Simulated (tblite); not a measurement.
Compound: C₄H₈O₂SSi.
Cartesian coordinates in Å at the GFN2-xTB level; atoms count from 1:
```xyz
16
C4H8O2SSi angstrom
C      0.165    2.487   -0.224
C      0.196    1.191    0.012
Si     0.923   -0.314   -0.877
O      2.323   -0.762   -0.200
C     -0.524   -1.484   -0.426
C     -1.497   -0.718    0.458
S     -0.550    0.482    1.507
O      0.563   -0.298    2.084
H     -0.314    3.186    0.446
H      0.620    2.909   -1.106
H      1.201   -0.125   -2.289
H      2.319   -0.849    0.759
H     -1.052   -1.887   -1.289
H     -0.132   -2.336    0.130
H     -2.065   -1.367    1.124
H     -2.184   -0.104   -0.122
```

Level: GFN2-xTB in tblite, geometry and Hessian alike; calculated harmonic values, unscaled, isolated species. Errors from tens to a few hundred cm⁻¹ against measured bands are possible. Modes of hydrogen on silicon can be 10 to 20 % off. One conformer, not necessarily the lowest.

Harmonic wavenumbers (cm⁻¹): 70.4, 109.1, 141.2, 187.4, 206.8, 262.5, 286.3, 373.9, 448.8, 467.9, 490.5, 519.8, 580.0, 605.5, 641.6, 677.4, 701.4, 736.3, 765.1, 855.4, 867.4, 923.4, 932.1, 1043.9, 1060.2, 1074.7, 1092.9, 1132.8, 1230.9, 1268.0, 1402.7, 1446.7, 1474.8, 1702.0, 2371.9, 2986.3, 2995.7, 3002.6, 3006.7, 3063.9, 3088.9, 3512.2.

A = 1848, B = 1493, C = 1273 MHz; mass 148.001 u (most abundant isotopes); point group C1, symmetry number 1.

Question: What is the zero-point energy?

Answer: ½Σν̃ = 24904 cm⁻¹ = 71.20 kcal/mol.

Question: What is S at 400 K and 1 bar for an ideal gas of classical rigid rotors and harmonic oscillators?

Answer: Translation 42.37, rotation 29.78, vibration 35.18: S = 107.3 cal/(mol K).

Question: And Cp and H(400 K) − H(0)?

Answer: Cp = 46.82 cal/(mol K), of which vibrations give 38.87 (their classical limit is 42 R = 83.5); H(400 K) − H(0) = 10.97 kcal/mol without the zero-point energy, 7.79 from vibrations.

Question: How do the functions run with temperature in this model?

Answer: 
```tsv
T (K)	S (cal/(mol K))	Cp (cal/(mol K))	H − H(0) (kcal/mol)	G − H(0) (kcal/mol)	ln q(vib)
50	57.2	11.4	0.45	-2.40	0.21
100	66.8	16.9	1.17	-5.52	1.00
298.15	94.9	38.0	6.63	-21.66	5.42
373.15	104.2	44.7	9.74	-29.12	7.25
500	118.5	53.6	16.00	-43.27	10.34
750	142.6	64.8	30.93	-76.01	16.18
1000	162.3	71.9	48.08	-114.20	21.49
```

q(vib) and H(0) count from the zero-point level.

Question: What must be added to the electronic energy to get the Gibbs energy at 400 K and 1 bar?

Answer: ZPE + [H(400 K) − H(0)] − T·S = 71.20 + 10.97 − 42.93 = 39.24 kcal/mol.

Question: Which modes carry the vibrational entropy at 400 K?

Answer: 70.4 cm⁻¹: 4.72; 109.1 cm⁻¹: 3.86; 141.2 cm⁻¹: 3.35; 187.4 cm⁻¹: 2.81; 206.8 cm⁻¹: 2.62; 262.5 cm⁻¹: 2.17 cal/(mol K); the other 36 give 15.64 together.

Question: Blend soft modes into free rotors: weight 1/[1 + (100 cm⁻¹/ν̃)⁴] for the oscillator and the rest for a rotor with moment μB/(μ + B), μ = h/(8π²ν), B = 10⁻⁴⁴ kg m². What vibrational entropy results?

Answer: 33.73 cal/(mol K) in place of 35.18, which changes −T·S at 400 K by +0.58 kcal/mol.

Hindered rotation and anharmonicity are outside this model. Other conformers, if any are populated, would add a mixing term that is left out. The structure is chiral; the term R ln 2 for an equal mix with its mirror image is left out.
